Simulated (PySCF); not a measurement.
Species: C7H7NO.
Numbering: `[CH:1]#[C:2]/[C:3]([CH:4]=[CH2:5])=[CH:6]/[NH:7][CH:8]=[O:9]` (hydrogens: H10 on C1; H11 on C4; H12, H13 on C5; H14 on C6; H15 on N7; H16 on C8)

The geometry is computed with GFN2-xTB (gas phase).

**Question.** What internal coordinates does the optimisation give?

**Answer.** 
```json
{"bond": "C1≡C2", "length (Å)": "1.200"}
{"bond": "C2–C3", "length (Å)": "1.419"}
{"bond": "C3–C4", "length (Å)": "1.455"}
{"bond": "C4=C5", "length (Å)": "1.329"}
{"bond": "C3=C6", "length (Å)": "1.351"}
{"bond": "C6–N7", "length (Å)": "1.381"}
{"bond": "N7–C8", "length (Å)": "1.360"}
{"bond": "C8=O9", "length (Å)": "1.202"}
{"bond": "C1–H10", "length (Å)": "1.049"}
{"bond": "C4–H11", "length (Å)": "1.083"}
{"bond": "C5–H12", "length (Å)": "1.076"}
{"bond": "C5–H13", "length (Å)": "1.077"}
{"bond": "C6–H14", "length (Å)": "1.081"}
{"bond": "N7–H15", "length (Å)": "1.010"}
{"bond": "C8–H16", "length (Å)": "1.106"}
```

A selection of angles:
```json
{"angle": "C1–C2–C3", "degrees": "179.3"}
{"angle": "C2–C3–C4", "degrees": "117.7"}
{"angle": "C2–C3–C6", "degrees": "117.5"}
{"angle": "C4–C3–C6", "degrees": "124.8"}
{"angle": "C3–C4–C5", "degrees": "124.2"}
{"angle": "C3–C6–N7", "degrees": "125.8"}
{"angle": "C6–N7–C8", "degrees": "122.9"}
{"angle": "N7–C8–O9", "degrees": "125.4"}
{"angle": "H15–N7–C6", "degrees": "118.1"}
{"angle": "H15–N7–C8", "degrees": "119.1"}
```

Torsions: C2–C3–C4–C5 0° (synperiplanar); C2–C3–C6–N7 180° (antiperiplanar); C3–C6–N7–C8 180° (antiperiplanar); C6–N7–C8–O9 0° (synperiplanar).

The C–C distances run from 1.200 Å (C1≡C2, drawn triple) to 1.455 Å (C3–C4, drawn single), a spread of 0.255 Å. The 2 C–N bonds span 1.360 Å (N7–C8, drawn single) to 1.381 Å (C6–N7, drawn single), a spread of 0.021 Å. The 9 heavy atoms lie in one plane (0.001 Å rms). Of the pairs four or more bonds apart, H11···H15 is among the closest relative to their van der Waals radii: 2.03 Å, 85 % of the sum of Bondi's values. N7 (amide nitrogen) is planar (angles 122.9°, 119.1° and 118.1°, sum 360.0°, 0.00 Å off the plane of its three neighbours).

Point group: Cs (every atom within 0.08 Å of its image). Stationary, but not proved a minimum. The numbers are those of one conformer.
